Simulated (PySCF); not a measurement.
V(O)(OH)3 (H₃O₄V), SMILES [O]=[V]([OH])([OH])[OH], multiplicity 1. Heavy atoms are numbered as in [V:1](=[O:2])([OH:3])([OH:5])[OH:7]. Hydrogens are named by the atom that carries them.

Coordinates come from a ωB97X-D3(BJ)/def2-SVP optimisation. The spin state was assumed, not searched. Other conformers were not sampled.

Level of theory: PBE/pcSseg-1 (PySCF).

GIAO shieldings, no solvent; atoms alike by connectivity are averaged. δ = σ(ref) − σ: ¹⁷O against H2O (σ = 334.3 ppm); ¹H against TMS (σ = 31.49 ppm), references at their B3LYP-D3(BJ)/def2-TZVP geometries, non-relativistic.

```json
[
 {"nucleus": "¹⁷O", "atoms": "O2", "count": "1", "δ (ppm)": "1023.8"},
 {"nucleus": "¹⁷O", "atoms": "O3 (OH)", "count": "3", "δ (ppm)": "361.8"},
 {"nucleus": "¹H", "atoms": "H on O3", "count": "3", "δ (ppm)": "10.47"}
]
```
